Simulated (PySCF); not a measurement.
Species: `CC1=PC(C)=C(Cl)P=C1`. The columns A, B, C and D hold Mulliken, IAO, Hirshfeld and ESP-fitted charges (e) of one PBE0/pcSseg-1 density (PySCF), in a shuffled order. Coordinates in Å (GFN2-xTB); the density's dipole moment is (-1.50, -1.11, 0.35) D.

| atom | x | y | z | A | B | C | D |
| --- | --- | --- | --- | --- | --- | --- | --- |
| C1 | -2.779 | -0.601 | 0.333 | -0.119 | -0.396 | -0.422 | -0.160 |
| C2 | -1.410 | -0.012 | 0.114 | -0.041 | +0.258 | -0.180 | -0.526 |
| C3 | -1.314 | 1.343 | -0.101 | -0.109 | -0.216 | -0.379 | -0.327 |
| P4 | 0.077 | 2.335 | -0.388 | +0.097 | -0.069 | +0.409 | +0.562 |
| C5 | 1.369 | 1.162 | -0.317 | -0.047 | -0.079 | -0.234 | -0.363 |
| Cl6 | 2.926 | 1.917 | -0.577 | -0.019 | -0.065 | -0.037 | -0.073 |
| C7 | 1.344 | -0.193 | -0.091 | -0.052 | +0.302 | -0.192 | -0.470 |
| C8 | 2.631 | -0.968 | -0.065 | -0.129 | -0.372 | -0.421 | -0.140 |
| P9 | -0.094 | -1.159 | 0.179 | +0.102 | -0.267 | +0.351 | +0.543 |
| H10 | -3.452 | -0.320 | -0.476 | +0.050 | +0.106 | +0.156 | +0.138 |
| H11 | -2.729 | -1.687 | 0.387 | +0.042 | +0.150 | +0.150 | +0.122 |
| H12 | -3.206 | -0.230 | 1.265 | +0.050 | +0.115 | +0.159 | +0.143 |
| H13 | -2.246 | 1.901 | -0.101 | +0.046 | +0.175 | +0.160 | +0.128 |
| H14 | 2.434 | -2.024 | 0.116 | +0.042 | +0.135 | +0.150 | +0.125 |
| H15 | 3.159 | -0.862 | -1.012 | +0.043 | +0.111 | +0.164 | +0.150 |
| H16 | 3.284 | -0.590 | 0.721 | +0.043 | +0.111 | +0.164 | +0.149 |

**Question.** Which column most likely holds the ESP-fitted charges?

**Answer.** B. Σ q r misses the density's dipole by 0.06 D (B), 0.32 D (C), 1.02 D (A), 1.35 D (D). Charges fitted to the outside potential are the only set here that is tied to the molecule's multipoles.

**Question.** And the Hirshfeld charges?

**Answer.** A. The mean sizes are 0.064 e (A), 0.183 e (B), 0.233 e (C), 0.257 e (D), and Hirshfeld charges are commonly the smallest of these schemes.

As computed, A = Hirshfeld, B = ESP-fitted, C = IAO, D = Mulliken. Hydrogens on carbon: Hirshfeld +0.04 to +0.05, ESP-fitted +0.11 to +0.17, IAO +0.15 to +0.16, Mulliken +0.12 to +0.15 e.

The Mulliken scheme gives each basis function's population to the atom it is centred on and halves the overlap population of two atoms between them. The ESP scheme is a least-squares fit of atom-centred charges to the potential on four shells outside the van der Waals surface, with the total charge fixed.

Isolated species at its GFN2-xTB geometry, gas phase.
